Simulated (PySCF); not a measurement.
PySCF job for Ta(O)(F)2(OMe) (CH3F2O2Ta), SMILES C[O][Ta](=[O])([F])[F], multiplicity 1, B3LYP-D3(BJ)/def2-SVP. The structure is a stationary point at B3LYP-D3(BJ)/def2-SVP. The spin state was assumed, not searched. The structure was generated by enumeration; whether it is a known compound was not checked. The def2 effective core potentials stand for the cores of Ta; spin–orbit coupling is left out. Other conformers were not sampled.

```python
import numpy as np
from pyscf import gto, scf, dft, df
from pyscf.hessian import thermo

mol = gto.M(
    atom='''
    Ta   -0.24468314    0.01051025   -0.00000000
    O    -0.21198567    1.73740136    0.00000000
    F    -1.10914588   -0.55881126    1.58760170
    F    -1.10914587   -0.55881126   -1.58760169
    O     1.55575569   -0.53680410    0.00000001
    C     2.88989763   -0.07349111    0.00000000
    H     3.40813764   -0.45066538   -0.89567921
    H     2.92067355    1.02885406    0.00000000
    H     3.40813764   -0.45066538    0.89567921
    ''',
    basis='def2-SVP',
    ecp={'Ta': 'def2-svp'},
    charge=0,
    spin=0,
    max_memory=1600,
    verbose=3,
)
mf = dft.RKS(mol, xc='b3lyp').density_fit(auxbasis='def2-universal-jkfit')
mf.disp = 'd3bj'
mf.grids.level = 3
mf.conv_tol = 1e-11
mf.max_cycle = 100
mf.kernel()

# analytic Hessian; the response equations are solved on a coarser grid
h, args, fine = mf.Hessian(), (mf.mo_energy, mf.mo_coeff, mf.mo_occ), mf.grids
h.max_memory = max(150, 2.5e-5 * df.make_auxmol(mol, mf.with_df.auxbasis).nao * mol.nelec[0] * (mol.nelec[0] + mol.nao))  # MB; small integral blocks
h1ao = h.make_h1(mf.mo_coeff, mf.mo_occ)
mf.grids = dft.Grids(mol).set(level=1).build(with_non0tab=True)
mo1, mo_e1 = h.solve_mo1(*args, h1ao)
mf.grids = fine
hess = h.hess_elec(*args, mo1, mo_e1, h1ao) + h.hess_nuc()
if mf.do_disp():
    hess += h.get_dispersion()
for i in range(mol.natm):  # the analytic DFT Hessian lacks the response of the grid: restore translational invariance
    hess[i, i] -= hess[i].sum(axis=0)
hess = (hess + hess.transpose(1, 0, 3, 2)) / 2
vib = thermo.harmonic_analysis(mol, hess, imaginary_freq=False)
thermo.dump_normal_mode(mol, vib)
th = thermo.thermo(mf, vib['freq_au'][vib['freq_au'] > 0], 298.15, 101325)
thermo.dump_thermo(mol, th)
g0 = mf.nuc_grad_method().set(verbose=0).kernel()

# dipole derivatives [dipole axis, atom, xyz] from the same response
r, irp = mol.intor('int1e_r'), mol.intor('int1e_irp').reshape(3, 3, mol.nao, mol.nao)
sl, dm0, ok = mol.aoslice_by_atom(), np.array(mf.make_rdm1()), []
dmu = np.einsum('a,xt->xat', mol.atom_charges(), np.eye(3))
for a, (_, _, p0, p1) in enumerate(sl):
    dmu[:, a] += 2 * np.einsum('xtij,ij->xt', irp[:, :, :, p0:p1], dm0.reshape(-1, mol.nao, mol.nao).sum(0)[:, p0:p1])
    for u, c, occ, f in [(mo1, mf.mo_coeff, mf.mo_occ, 4)]:
        dmu[:, a] -= f * np.einsum('tui,xuv,vi->xt', u[a], r, c[:, occ > 0], optimize=True)
L = vib['norm_mode']
ir = 974.8801 * (np.einsum('xat,kat->kx', dmu, L) ** 2).sum(1)       # km/mol
apt = np.einsum('xax->a', dmu) / 3

# polarisability derivatives from nuclear gradients in small electric fields
h0, F = mf.get_hcore(), 0.005
def in_field(f, guess):
    m = mf.copy()
    m.verbose, m.conv_tol, m.conv_tol_grad = 0, 1e-11, 2e-7
    m.get_hcore = lambda *a: h0 + np.einsum('x,xij->ij', f, r)
    m.kernel(guess)
    ok.append(m.converged)
    dm = np.array(m.make_rdm1())
    g = m.nuc_grad_method().kernel() - np.outer(mol.atom_charges(), f)
    for a, (_, _, p0, p1) in enumerate(sl):
        g[a] -= 2 * np.einsum('x,xtij,ij->t', f, irp[:, :, :, p0:p1], dm[:, p0:p1])
    return g, -np.einsum('xij,ij->x', r, dm), dm
E = np.eye(3) * F
g0, _, dm0 = in_field(np.zeros(3), dm0)
gp = [in_field(e, dm0) for e in E]
gm = [in_field(-e, 2 * dm0 - p[2]) for e, p in zip(E, gp)]
alpha = np.array([(p[1] - q[1]) / (2 * F) for p, q in zip(gp, gm)])  # bohr^3
check = abs(np.array([-(p[0] - q[0]) / (2 * F) for p, q in zip(gp, gm)]) - dmu).max()
print('static polarisability / bohr^3:', alpha.round(3))
print('largest difference of analytic and finite-field dipole derivatives / e:', check)
da = np.zeros((3, 3, mol.natm, 3))
for x in range(3):
    da[x, x] = -(gp[x][0] + gm[x][0] - 2 * g0) / F**2
for x, y in ((0, 1), (0, 2), (1, 2)):
    up, down = in_field(E[x] + E[y], gp[x][2] + gp[y][2] - dm0), in_field(-E[x] - E[y], gm[x][2] + gm[y][2] - dm0)
    both = -(up[0] + down[0] - 2 * g0) / F**2
    da[x, y] = da[y, x] = (both - da[x, x] - da[y, y]) / 2
aq = np.einsum('xyat,kat->kxy', da, L) * 0.529177210903**2           # A^2/amu^1/2
a = np.einsum('kxx->k', aq) / 3
g2 = 1.5 * (aq**2).sum((1, 2)) - 4.5 * a**2
raman, depol = 45 * a**2 + 7 * g2, 3 * g2 / (45 * a**2 + 4 * g2 + 1e-12)
print('mode   freq/cm-1   IR/(km/mol)   Raman/(A^4/amu)   depolarisation')
for k, w in enumerate(vib['freq_wavenumber']):
    print(f'{k + 1:4d} {w:11.2f} {ir[k]:13.3f} {raman[k]:17.3f} {depol[k]:16.3f}')
print('max |gradient| / (hartree/bohr):', abs(g0).max())
print('APT charges:', apt.round(4))
```

Log of the run:

```
converged SCF energy = -447.055518331929

WARN: DFTD3 does not support analytical Hessian, using finite difference


WARN: Mole.unit (angstrom) is changed to Bohr

Mode                                 0                   1                   2
Irrep
Freq [cm^-1]                       77.9737             84.0288             94.9459
Reduced mass [au]                   1.3290              2.2364              4.4158
Force const [Dyne/A]                0.0048              0.0093              0.0235
Char temp [K]                     112.1868            120.8987            136.6061
Normal mode                   x     y     z       x     y     z       x     y     z
       0  Ta                 0.00 -0.00  0.01    0.00 -0.00 -0.02   -0.00  0.02 -0.00
       1   O                 0.00 -0.00 -0.02    0.00 -0.00 -0.00   -0.13  0.02 -0.00
       2   F                -0.06  0.02 -0.01    0.08  0.01  0.03    0.03 -0.05 -0.01
       3   F                 0.06 -0.02 -0.01   -0.08 -0.01  0.03    0.03 -0.05  0.01
       4   O                -0.00 -0.00  0.04   -0.00 -0.00 -0.04    0.01  0.05 -0.00
       5   C                -0.00  0.00 -0.08   -0.00  0.00  0.14    0.07 -0.14  0.00
       6   H                -0.20  0.37 -0.36    0.02  0.29  0.03    0.01 -0.22  0.00
       7   H                -0.00  0.00  0.36   -0.00  0.00  0.49    0.23 -0.15  0.00
       8   H                 0.20 -0.37 -0.36   -0.02 -0.29  0.03    0.01 -0.22 -0.00
Mode                                 3                   4                   5
Irrep
Freq [cm^-1]                      159.8883            195.8929            210.4490
Reduced mass [au]                  18.1218             14.1250              9.3223
Force const [Dyne/A]                0.2730              0.3194              0.2433
Char temp [K]                     230.0437            281.8463            302.7893
Normal mode                   x     y     z       x     y     z       x     y     z
       0  Ta                 0.02  0.00 -0.00    0.00 -0.03 -0.00   -0.00 -0.00 -0.01
       1   O                -0.01  0.00 -0.00   -0.09 -0.03  0.00    0.00 -0.00 -0.06
       2   F                -0.12 -0.02 -0.09   -0.02  0.11  0.03    0.06 -0.06  0.00
       3   F                -0.12 -0.02  0.09   -0.02  0.11 -0.03   -0.06  0.06  0.00
       4   O                 0.03  0.02  0.00    0.04  0.07  0.00   -0.00 -0.00  0.19
       5   C                 0.04  0.01  0.00    0.06 -0.01 -0.00   -0.00  0.00 -0.02
       6   H                 0.04  0.01  0.00    0.04 -0.03  0.00   -0.12 -0.04 -0.07
       7   H                 0.05  0.01  0.00    0.12 -0.01  0.00   -0.00  0.00 -0.08
       8   H                 0.04  0.01 -0.00    0.04 -0.03 -0.00    0.12  0.04 -0.07
Mode                                 6                   7                   8
Irrep
Freq [cm^-1]                      261.4731            301.3643            580.1160
Reduced mass [au]                  14.4946              8.9047              6.4336
Force const [Dyne/A]                0.5839              0.4765              1.2756
Char temp [K]                     376.2015            433.5962            834.6578
Normal mode                   x     y     z       x     y     z       x     y     z
       0  Ta                -0.00 -0.00  0.02    0.02  0.01 -0.00    0.03 -0.01 -0.00
       1   O                -0.00 -0.00 -0.19   -0.15  0.01  0.00   -0.01 -0.00 -0.00
       2   F                -0.02 -0.08  0.00    0.00  0.02 -0.01   -0.00  0.01 -0.01
       3   F                 0.02  0.08  0.00    0.00  0.02  0.01   -0.00  0.01  0.01
       4   O                 0.00 -0.00 -0.07   -0.02 -0.16  0.00   -0.12  0.11 -0.00
       5   C                -0.00 -0.00  0.02   -0.07  0.01 -0.00   -0.16 -0.03  0.00
       6   H                 0.05  0.03  0.04   -0.02  0.08  0.00   -0.20 -0.09  0.00
       7   H                -0.00 -0.00  0.06   -0.21  0.01 -0.00   -0.06 -0.03  0.00
       8   H                -0.05 -0.03  0.04   -0.02  0.08 -0.00   -0.20 -0.09 -0.00
Mode                                 9                  10                  11
Irrep
Freq [cm^-1]                      681.7275            687.5193            998.4534
Reduced mass [au]                  20.1726             21.9101             17.1481
Force const [Dyne/A]                5.5238              6.1019             10.0722
Char temp [K]                     980.8541            989.1871           1436.5522
Normal mode                   x     y     z       x     y     z       x     y     z
       0  Ta                -0.02 -0.01 -0.00   -0.00 -0.00  0.03   -0.00  0.02 -0.00
       1   O                 0.01 -0.00  0.00    0.00 -0.00 -0.01   -0.00 -0.24 -0.00
       2   F                 0.07  0.05 -0.13    0.07  0.04 -0.13    0.00 -0.00 -0.01
       3   F                 0.07  0.05  0.13   -0.07 -0.04 -0.13    0.00 -0.00  0.01
       4   O                 0.00  0.01  0.00   -0.00  0.00 -0.01    0.02  0.00  0.00
       5   C                -0.00 -0.00 -0.00   -0.00 -0.00  0.00   -0.03 -0.01  0.00
       6   H                 0.00 -0.00  0.00    0.00  0.00  0.00   -0.01 -0.00  0.01
       7   H                 0.01 -0.00  0.00    0.00 -0.00  0.00    0.01 -0.00 -0.00
       8   H                 0.00 -0.00 -0.00   -0.00 -0.00  0.00   -0.01 -0.00 -0.01
Mode                                12                  13                  14
Irrep
Freq [cm^-1]                     1157.7914           1171.8082           1187.0346
Reduced mass [au]                   2.3995              1.2761              2.2762
Force const [Dyne/A]                1.8951              1.0324              1.8897
Char temp [K]                    1665.8041           1685.9711           1707.8785
Normal mode                   x     y     z       x     y     z       x     y     z
       0  Ta                -0.00 -0.00  0.00    0.00  0.00  0.00   -0.00 -0.00 -0.00
       1   O                 0.00  0.02  0.00   -0.00 -0.00  0.00    0.00  0.02 -0.00
       2   F                -0.00 -0.00  0.00   -0.00  0.00 -0.00   -0.00 -0.00  0.00
       3   F                -0.00 -0.00 -0.00    0.00 -0.00 -0.00   -0.00 -0.00 -0.00
       4   O                 0.13  0.06  0.00   -0.00 -0.00  0.05    0.14 -0.02  0.00
       5   C                -0.10 -0.12 -0.00    0.00  0.00 -0.12   -0.14  0.05 -0.00
       6   H                 0.13  0.23 -0.03    0.55  0.10  0.15   -0.18 -0.24  0.09
       7   H                -0.47 -0.11  0.00   -0.00  0.00  0.30    0.44  0.04  0.00
       8   H                 0.13  0.23  0.03   -0.55 -0.10  0.15   -0.18 -0.24 -0.09
Mode                                15                  16                  17
Irrep
Freq [cm^-1]                     1466.0693           1466.3965           1468.4382
Reduced mass [au]                   1.1249              1.0414              1.0485
Force const [Dyne/A]                1.4246              1.3194              1.3321
Char temp [K]                    2109.3473           2109.8180           2112.7556
Normal mode                   x     y     z       x     y     z       x     y     z
       0  Ta                -0.00  0.00  0.00    0.00 -0.00  0.00   -0.00  0.00  0.00
       1   O                -0.00 -0.00 -0.00    0.00  0.00 -0.00    0.00  0.00 -0.00
       2   F                 0.00  0.00 -0.00    0.00 -0.00 -0.00    0.00  0.00 -0.00
       3   F                 0.00  0.00  0.00   -0.00  0.00 -0.00    0.00  0.00  0.00
       4   O                 0.04  0.01 -0.00   -0.00 -0.00 -0.01    0.02 -0.01 -0.00
       5   C                 0.07  0.04 -0.00   -0.00 -0.00 -0.05    0.04 -0.04 -0.00
       6   H                -0.33 -0.36 -0.06   -0.18 -0.45  0.06   -0.44  0.31 -0.40
       7   H                -0.63  0.04  0.00    0.00 -0.00  0.70    0.22 -0.03  0.00
       8   H                -0.33 -0.36  0.06    0.18  0.45  0.06   -0.44  0.31  0.40
Mode                                18                  19                  20
Irrep
Freq [cm^-1]                     3019.3554           3112.9437           3119.8407
Reduced mass [au]                   1.0299              1.1081              1.1082
Force const [Dyne/A]                5.5317              6.3268              6.3550
Char temp [K]                    4344.1802           4478.8328           4488.7562
Normal mode                   x     y     z       x     y     z       x     y     z
       0  Ta                -0.00  0.00  0.00   -0.00  0.00  0.00   -0.00 -0.00 -0.00
       1   O                 0.00 -0.00 -0.00   -0.00  0.00 -0.00    0.00  0.00  0.00
       2   F                 0.00  0.00 -0.00    0.00  0.00 -0.00   -0.00  0.00  0.00
       3   F                 0.00  0.00  0.00    0.00  0.00  0.00    0.00 -0.00  0.00
       4   O                 0.00  0.00  0.00    0.00  0.00 -0.00   -0.00  0.00  0.00
       5   C                 0.04  0.02 -0.00    0.03 -0.08  0.00    0.00 -0.00 -0.09
       6   H                -0.24  0.19  0.43   -0.19  0.14  0.36   -0.31  0.24  0.54
       7   H                -0.01 -0.64  0.00    0.01  0.72  0.00    0.00  0.00 -0.02
       8   H                -0.24  0.19 -0.43   -0.19  0.14 -0.36    0.31 -0.24  0.54
temperature 298.1500 [K]
pressure 101325.00 [Pa]
Rotational constants [GHz] 3.08709 1.71834 1.55417
Symmetry number 1
Zero-point energy (ZPE) 0.04899 [Eh]   128619.554 [J/mol]
                           tot       elec      trans        rot        vib
Entropy [J/mol/K]       390.011      0.000    178.380    117.392     94.239
Cv [J/mol/K]            104.224      0.000     12.472     12.472     79.281
Cp [J/mol/K]            112.539      0.000     20.786     12.472     79.281
Internal energy [J/mol]                      3718.434   3718.434 142887.004
Internal energy [Eh]   -446.99826  -447.05552
Enthalpy [J/mol]                             6197.391   3718.434 142887.004
Enthalpy [Eh]          -446.99732
Gibbs free energy [J/mol]                  -46986.729 -31282.107 114789.755
Gibbs free energy [Eh] -447.04161
static polarisability / bohr^3: [[58.691 -1.746 -0.   ]
 [-1.742 45.923 -0.   ]
 [ 0.     0.    40.989]]
largest difference of analytic and finite-field dipole derivatives / e: 0.0023444064408004728
mode   freq/cm-1   IR/(km/mol)   Raman/(A^4/amu)   depolarisation
   1       77.97         0.173             0.188            0.750
   2       84.03         0.186             0.524            0.750
   3       94.95         5.039             1.438            0.518
   4      159.89        12.483             0.630            0.725
   5      195.89        16.945             0.320            0.648
   6      210.45         7.470             1.001            0.750
   7      261.47        21.547             1.311            0.750
   8      301.36         6.018             1.875            0.633
   9      580.12        61.356             7.037            0.155
  10      681.73       101.713             3.674            0.032
  11      687.52       126.949             0.213            0.750
  12      998.45       142.952            16.105            0.055
  13     1157.79       177.267             5.444            0.327
  14     1171.81         1.040             1.991            0.750
  15     1187.03       181.191             5.316            0.084
  16     1466.07        11.271            10.116            0.619
  17     1466.40         4.902            18.348            0.750
  18     1468.44         5.210            22.328            0.704
  19     3019.36        49.293           170.664            0.013
  20     3112.94        15.646            74.804            0.613
  21     3119.84        15.624           104.500            0.750
max |gradient| / (hartree/bohr): 0.00017273789908173225
APT charges: [ 2.6289 -0.7822 -0.6417 -0.6417 -1.0633  0.5861 -0.0308 -0.0244 -0.0308]
```

The calculation finished and met its thresholds.

Cost: about 4 core-minutes (a rough figure).
